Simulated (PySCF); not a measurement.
Correlation energy of Te (tellurium, neutral)

[Kr] 4d10 5s2 5p3 5d1, high-spin 5D determinant (an excited configuration). Calculation: PySCF 2.14, in x2c-TZVPPall with one added diffuse shell each of s, p, d, f type (9s7p5d3f, 76 functions); scalar relativity by spin-free X2C-1e. Frozen: [Kr] 4d10; 6 electrons correlated.

| level | correlation energy (mhartree) |
| --- | --- |
| CCSD | -80.06 |
| (T) | -2.45 |
| CCSD(T) | -82.51 |

Diagnostics: T1 = 0.0048, D1 = 0.0090, largest double amplitude 0.045.

The outer electron is Rydberg-like, and this basis confines it to a smaller radius and binds it less than a complete one would.

Cost of the coupled-cluster step: roughly 5 core-seconds, for 6 correlated electrons.

Iterations:

```
CC2 = 0
CCSD nocc = (np.int64(5), np.int64(1)), nmo = (53, 53)
frozen orbitals [[0, 1, 2, 3, 4, 5, 6, 7, 8, 9, 10, 11, 12, 13, 14, 15, 16, 17, 18, 19, 20, 21, 22], [0, 1, 2, 3, 4, 5, 6, 7, 8, 9, 10, 11, 12, 13, 14, 15, 16, 17, 18, 19, 20, 21, 22]]
max_cycle = 100
direct = 0
conv_tol = 1e-08
conv_tol_normt = 1e-06
diis_space = 8
diis_start_cycle = 0
Init t2, MP2 energy = -0.0668418527815722
Init E_corr(UCCSD) = -0.0668418527820084
cycle = 1  E_corr(UCCSD) = -0.0773073435868956  dE = -0.0104654908  norm(t1,t2) = 0.0377788
cycle = 2  E_corr(UCCSD) = -0.0793180932094776  dE = -0.00201074962  norm(t1,t2) = 0.0107561
cycle = 3  E_corr(UCCSD) = -0.0800811474241322  dE = -0.000763054215  norm(t1,t2) = 0.00399537
cycle = 4  E_corr(UCCSD) = -0.0800566390651699  dE = 2.4508359e-05  norm(t1,t2) = 0.000721238
cycle = 5  E_corr(UCCSD) = -0.0800569485837557  dE = -3.09518586e-07  norm(t1,t2) = 0.000157222
cycle = 6  E_corr(UCCSD) = -0.0800568699802915  dE = 7.86034642e-08  norm(t1,t2) = 3.1094e-05
cycle = 7  E_corr(UCCSD) = -0.0800570567976338  dE = -1.86817342e-07  norm(t1,t2) = 5.62664e-06
cycle = 8  E_corr(UCCSD) = -0.0800570069004127  dE = 4.9897221e-08  norm(t1,t2) = 1.28914e-06
cycle = 9  E_corr(UCCSD) = -0.0800570078669053  dE = -9.66492511e-10  norm(t1,t2) = 3.44777e-07
UCCSD converged
E(UCCSD) = -6790.713648308683  E_corr = -0.08005700786690526
UCCSD(T) correction = -0.00244590168285372
```
